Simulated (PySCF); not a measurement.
# Computed records: B2GeH6N, CH8BGeN

Calculation on a computer-drawn molecule: the log of a Hartree-Fock and frozen-core CCSD(T) single point meant for a local Hartree-Fock minimum, with one planted fault or none, to be diagnosed. Offsets are logged minus clean, where the clean run is the same molecule without the fault. The reference is restricted for singlets and unrestricted otherwise, and also for a bond in bohr or an excited solution. Adding or removing an electron swaps singlet and doublet. The excited solution moves the top pair (singlet) or top alpha electron (doublet) to the lowest empty orbital. Highest occupied and lowest empty are orbital energies over both spins, largest force is the largest gradient component, triples share is (T) over the correlation energy, the T1 limit is 0.02 restricted and 0.045 unrestricted, electrons count all cores, a negative frequency is imaginary (commonest isotopes), and the dipole is about the centre of nuclear charge; on germanium a core potential holds 10 electrons, which the energies leave out, and 3d is frozen in MP2 and coupled-cluster steps. Program: PySCF 2.14.0.

Common to all runs: meant charge 0; meant basis cc-pVDZ; meant basis and core potential on germanium cc-pVDZ-PP ECP10MDF; logged SCF converged yes; possible faults no fault, one electron removed, one electron added, multiplicity raised by two, geometry at a saddle point, SCF held on an excited solution, minimal basis STO-3G, one bond length entered in bohr, all coordinates scaled.

(1) 
```xyz
10
formula=B2GeH6N meant_multiplicity=2 logged_electrons=54 logged_basis_functions=95 logged_spin_squared=0 logged_highest_occupied=-16.873 logged_lowest_empty=-5.661 logged_largest_force=0.04043 logged_T1_diagnostic=0.023517 logged_D1_diagnostic=0.086792 logged_triples_share=0.030589 logged_CC_converged=yes logged_dipole_magnitude=4.59 logged_SCF_stable_within_its_kind=yes logged_energy_HF=-400.4013 logged_energy_CCSD(T)=-400.87736 planted_fault=one_electron_removed HF_energy_offset_from_clean_run=157.3 CCSD(T)_energy_offset_from_clean_run=160.4
N     -1.7692    -1.2772     0.8981
B     -1.0439    -1.1656    -0.2923
B     -0.8822     0.1953    -1.2352
Ge    -0.0912     1.9168    -2.0391
H     -1.8406    -2.1358     1.4019
H     -2.2689    -0.5256     1.3239
H     -0.4906    -2.1575    -0.7068
H      1.3878     2.1459    -1.6927
H     -0.2220     1.9408    -3.5671
H     -0.8985     3.0938    -1.4695
```

Units: logged_highest_occupied, logged_lowest_empty in eV; logged_largest_force in hartree/bohr; logged_dipole_magnitude in debye; logged_energy_HF, logged_energy_CCSD(T) in hartree; HF_energy_offset_from_clean_run, CCSD(T)_energy_offset_from_clean_run in kcal/mol.

Drawn bonds:
```tsv
atom	other atom	order
1	2	1
2	3	1
3	4	1
1	5	1
1	6	1
2	7	1
4	8	1
4	9	1
4	10	1
```

Notes: T1 above single-reference limit.

(2) 
```xyz
10
formula=B2GeH6N meant_multiplicity=2 logged_electrons=55 logged_basis_functions=95 logged_spin_squared=0.7625 logged_highest_occupied=-8.0387 logged_lowest_empty=1.4507 logged_largest_force=5.233e-06 logged_lowest_frequency=43.421 logged_T1_diagnostic=0.016795 logged_D1_diagnostic=0.060926 logged_triples_share=0.027625 logged_CC_converged=yes logged_dipole_magnitude=1.9602 logged_SCF_stable_within_its_kind=yes logged_energy_HF=-400.65204 logged_energy_CCSD(T)=-401.13301
N     -1.7692    -1.2772     0.8981
B     -1.0439    -1.1656    -0.2923
B     -0.8822     0.1953    -1.2352
Ge    -0.0912     1.9168    -2.0391
H     -1.8406    -2.1358     1.4019
H     -2.2689    -0.5256     1.3239
H     -0.4906    -2.1575    -0.7068
H      1.3878     2.1459    -1.6927
H     -0.2220     1.9408    -3.5671
H     -0.8985     3.0938    -1.4695
```

Units: logged_highest_occupied, logged_lowest_empty in eV; logged_largest_force in hartree/bohr; logged_lowest_frequency in cm⁻¹; logged_dipole_magnitude in debye; logged_energy_HF, logged_energy_CCSD(T) in hartree.

Drawn bonds:
```tsv
atom	other atom	order
1	2	1
2	3	1
3	4	1
1	5	1
1	6	1
2	7	1
4	8	1
4	9	1
4	10	1
```

(3) 
```xyz
12
formula=CH8BGeN meant_multiplicity=1 logged_electrons=58 logged_basis_functions=105 logged_spin_squared=0 logged_highest_occupied=-2.0584 logged_lowest_empty=-4.582 logged_largest_force=0.11205 logged_CC_converged=no logged_dipole_magnitude=2.7279 logged_SCF_stable_within_its_kind=no logged_energy_HF=-414.41837
N     -1.4648    -0.5323     1.5412
B     -0.0924    -0.3342     1.6918
C      0.9772    -1.3128     1.0634
Ge     1.8288    -0.5610    -0.5486
H     -2.1462     0.0952     1.9126
H     -1.8590    -1.3086     1.0512
H      0.2635     0.6409     2.3055
H      1.7941    -1.4955     1.7687
H      0.5566    -2.2830     0.7794
H      0.7862    -0.3265    -1.6522
H      2.5127     0.7766    -0.2365
H      2.8876    -1.5339    -1.0868
```

Units: logged_highest_occupied, logged_lowest_empty in eV; logged_largest_force in hartree/bohr; logged_dipole_magnitude in debye; logged_energy_HF in hartree.

Drawn bonds:
```tsv
atom	other atom	order
1	2	1
2	3	1
3	4	1
1	5	1
1	6	1
2	7	1
3	8	1
3	9	1
4	10	1
4	11	1
4	12	1
```

Notes: CCSD not converged.

Questions
1. Give the missing planted fault for B2GeH6N (entry 2).
2. Give the missing planted fault for CH8BGeN (entry 3).

Calculated values
1. no fault
2. SCF held on an excited solution

Further results for B2GeH6N (entry 2):

- HF energy offset from clean run: 0 kcal/mol
- CCSD(T) energy offset from clean run: 0 kcal/mol

Further results for CH8BGeN (entry 3):

- HF energy offset from clean run: 419.4 kcal/mol
